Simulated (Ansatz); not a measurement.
Basis-set series for H6InNO3, SMILES `[NH3+][In-]([OH])([OH])[OH]`. Total charge 0; spin multiplicity 1. In takes the def2 core potential. All single points use the PBE0-D4/def2-TZVP geometry. It is one conformer, not always the lowest.

Cartesian coordinates in Å:
```
N 1.406 -0.496 0.626
In -0.595 0.211 -0.266
O -1.117 1.381 1.271
O -1.416 -1.609 -0.416
O 0.182 1.058 -1.904
H 1.394 -1.503 0.746
H 1.557 -0.058 1.528
H 2.169 -0.247 0.006
H -1.938 1.100 1.681
H -1.636 -1.835 -1.321
H -0.006 1.997 -1.952
```

```
functional       basis  functions  energy (Eh)  HOMO (eV)  LUMO (eV)
   PBE0-D4    def2-SVP        112   -473.70334      -7.33      -0.38
   PBE0-D4  def2-QZVPP        490   -474.10139      -7.82      -0.99
   ωB97M-V    def2-SVP        112   -473.85151      -9.78       1.46
   ωB97M-V  def2-QZVPP        490   -474.25877     -10.31       0.51
```

Q: Give the rows for def2-TZVPP. (Best estimate.)

A: Ansatz gave: 
```json
{"functional": "PBE0-D4", "basis": "def2-TZVPP", "functions": "258", "energy (Eh)": "-474.08150", "HOMO (eV)": "-7.74", "LUMO (eV)": "-0.80"}
{"functional": "ωB97M-V", "basis": "def2-TZVPP", "functions": "258", "energy (Eh)": "-474.23967", "HOMO (eV)": "-10.22", "LUMO (eV)": "0.87"}
```

Positive LUMOs are unbound and depend on the basis.
